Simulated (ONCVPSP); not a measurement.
Before and after: ONCV potential for Ba (Z = 56)

* Element: Ba (Z = 56)
* Generator: ONCVPSP 4.0.1
* Type: optimised norm-conserving Vanderbilt (ONCV)
* Functional: PBE
* Relativity: scalar-relativistic
* Frozen core: [Kr] 4d10
* Valence charge: 10
* Reference configuration: 5s2 5p6 6s2
* Partial waves: 5s+6s: rc 2.70 bohr, ncon 3, nbas 7, qcut 5.3 1/bohr, 2 projectors; 5p: rc 2.05 bohr, ncon 4, nbas 7, qcut 4.4 1/bohr, 2 projectors, debl 2 Ha; d scattering state at 0.25 Ha: rc 2.45 bohr, ncon 4, nbas 8, qcut 3.4 1/bohr, 1 projector
* Local potential: polynomial inside 1.80 bohr (lpopt 5, dvloc0 6 Ha)
* Core correction: none

In the d channel the program set the typed energies aside and used 0.050 Ha.

Change: p: qcut 3.6.

Cutoffs: the cutoffs (Ha) at which the residual kinetic energy of the hardest occupied pseudo-wave falls to 1 and 0.1 mHa per electron; they do not see the model core or the augmentation charge, which bear on the density cutoff. Errors are all-electron minus pseudo energies relative to the spin-unpolarised reference configuration.

What does the change do?

The potential gets harder (10 Ha and 31 Ha → 26 Ha and 34 Ha); the errors of the 4 common tests hardly move; neither file shows a bound ghost.

| quantity | base | changed |
| --- | --- | --- |
| cutoff, loose | 10 Ha | 26 Ha |
| cutoff, tight | 31 Ha | 34 Ha |
| loose cutoff by channel | s 8.3 Ha, p 10 Ha | s 8.3 Ha, p 26 Ha |
| bound ghosts | none | none |
| GHOST(+) flags under 300 eV | none | none |
| error for 5s2 5p6 6s1, meV [ΔE 5.36 eV] | -0.6 | -0.6 |
| error for 5s2 5p6 6s0, meV [ΔE 15.34 eV] | -1.7 | -1.8 |
| error for 5s2 5p6 6s1.5, meV [ΔE 2.14 eV] | -0.2 | -0.2 |
| error for 5s1 5p6 6s2, meV [ΔE 38.80 eV] | -81 | -78 |
| s: phases at 2.74 bohr within 0.05 rad from the reference energy up to (Ha; the scan ends near 5) | 3.2 | 3.2 |
| p: phases at 2.08 bohr within 0.05 rad from the reference energy up to (Ha; the scan ends near 5) | 3.1 | 3.1 |
| d: phases at 2.49 bohr within 0.05 rad from the reference energy up to (Ha; the scan ends near 5) | 1.8 | 1.8 |
